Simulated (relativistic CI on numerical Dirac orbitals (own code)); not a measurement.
# Crystal-field levels of Cu4+, 3d7

Calculated by Dirac-Coulomb-Breit CI, KLI orbitals optimised for each configuration, QED by a radiative potential, valence Slater integrals scaled by 0.65, one configuration in a parametric crystal field (own radial code).

Field parameters in Wybourne normalisation: Oh B⁴₀ = 21Dq, B⁴₄ = √(5/14) B⁴₀. The field is a parameter set, without covalency.

S and J are read from ⟨S²⟩ = S(S + 1) and ⟨J²⟩ = J(J + 1) of each level; they are not fictitious spins.

Oh, 10Dq = 5000 cm⁻¹, the lowest 10 levels:

```tsv
E (cm⁻¹)	Degeneracy	Irrep	S	J
0.0	2	Γ6	1.50	4.39
574	4	Γ8	1.50	4.13
1543	4	Γ8	1.49	3.59
2003	2	Γ7	1.50	3.02
5365	2	Γ6	1.50	3.60
5444	4	Γ8	1.49	3.57
5735	4	Γ8	1.49	2.95
6022	2	Γ7	1.50	3.05
10795	4	Γ8	1.49	2.99
14708	4	Γ8	0.52	4.22
```

Principal g values of the ground doublet: 4.73, 4.73, 4.73.

Oh, 10Dq = 41000 cm⁻¹, the lowest 10 levels:

| E (cm⁻¹) | Degeneracy | Irrep | S | J |
| --- | --- | --- | --- | --- |
| 0.0 | 4 | Γ8 | 0.51 | 3.96 |
| 20830 | 2 | Γ6 | 1.50 | 4.11 |
| 21434 | 4 | Γ8 | 1.50 | 3.70 |
| 22500 | 2 | Γ7 | 1.50 | 2.86 |
| 22517 | 4 | Γ8 | 1.50 | 2.93 |
| 37796 | 4 | Γ8 | 0.50 | 4.59 |
| 38508 | 2 | Γ6 | 0.50 | 4.78 |
| 38965 | 4 | Γ8 | 0.51 | 3.86 |
| 39261 | 2 | Γ7 | 0.50 | 3.70 |
| 45197 | 4 | Γ8 | 0.50 | 2.88 |

Oh, 10Dq = 37000 cm⁻¹, the lowest 10 levels:

```tsv
E (cm⁻¹)	Degeneracy	Irrep	S	J
0.0	4	Γ8	0.51	3.97
16855	2	Γ6	1.50	4.12
17467	4	Γ8	1.50	3.71
18547	2	Γ7	1.50	2.86
18573	4	Γ8	1.50	2.94
33870	4	Γ8	0.50	4.58
34598	2	Γ6	0.50	4.77
35020	4	Γ8	0.51	3.87
35325	2	Γ7	0.50	3.70
41173	4	Γ8	0.51	2.89
```

Oh, 10Dq = 33000 cm⁻¹, the lowest 16 levels:

```csv
E (cm⁻¹),Degeneracy,Irrep,S,J
0.0,4,Γ8,0.51,3.97
12891,2,Γ6,1.50,4.14
13513,4,Γ8,1.50,3.73
14607,2,Γ7,1.50,2.87
14649,4,Γ8,1.49,2.96
29958,4,Γ8,0.51,4.57
30705,2,Γ6,0.50,4.76
31083,4,Γ8,0.51,3.88
31401,2,Γ7,0.51,3.70
37143,4,Γ8,0.51,2.90
37867,2,Γ6,0.50,2.62
44535,4,Γ8,1.50,3.63
44568,2,Γ6,1.50,3.68
45039,4,Γ8,1.49,3.43
45255,2,Γ7,1.50,3.17
51865,2,Γ7,0.53,3.97
```

Oh, 10Dq = 29000 cm⁻¹, the lowest 16 levels:

| E (cm⁻¹) | Degeneracy | Irrep | S | J |
| --- | --- | --- | --- | --- |
| 0.0 | 4 | Γ8 | 0.52 | 3.98 |
| 8946 | 2 | Γ6 | 1.50 | 4.16 |
| 9581 | 4 | Γ8 | 1.50 | 3.75 |
| 10690 | 2 | Γ7 | 1.50 | 2.87 |
| 10762 | 4 | Γ8 | 1.49 | 2.99 |
| 26066 | 4 | Γ8 | 0.51 | 4.56 |
| 26842 | 2 | Γ6 | 0.51 | 4.75 |
| 27158 | 4 | Γ8 | 0.52 | 3.89 |
| 27496 | 2 | Γ7 | 0.51 | 3.69 |
| 33106 | 4 | Γ8 | 0.52 | 2.91 |
| 33850 | 2 | Γ6 | 0.51 | 2.61 |
| 36715 | 4 | Γ8 | 1.50 | 3.61 |
| 36755 | 2 | Γ6 | 1.49 | 3.68 |
| 37258 | 4 | Γ8 | 1.48 | 3.44 |
| 37444 | 2 | Γ7 | 1.49 | 3.17 |
| 46885 | 2 | Γ7 | 0.60 | 4.06 |

The free-ion ground term has S = 3/2. The field overcomes the spin-pairing energy for Oh, 10Dq = 41000 cm⁻¹; Oh, 10Dq = 37000 cm⁻¹; Oh, 10Dq = 33000 cm⁻¹; Oh, 10Dq = 29000 cm⁻¹, where the ground state has lower spin; these fields are assumed values.

Levels of this model without a field, named by their leading LS term (the scale mimics covalency, so terms lie below those of the real free ion): 4F_9/2 0, 4F_7/2 1600, 4F_5/2 2706, 4F_3/2 3439, 2G_9/2 16485, 4P_5/2 16597, 4P_3/2 16802, 4P_1/2 17689 cm⁻¹.
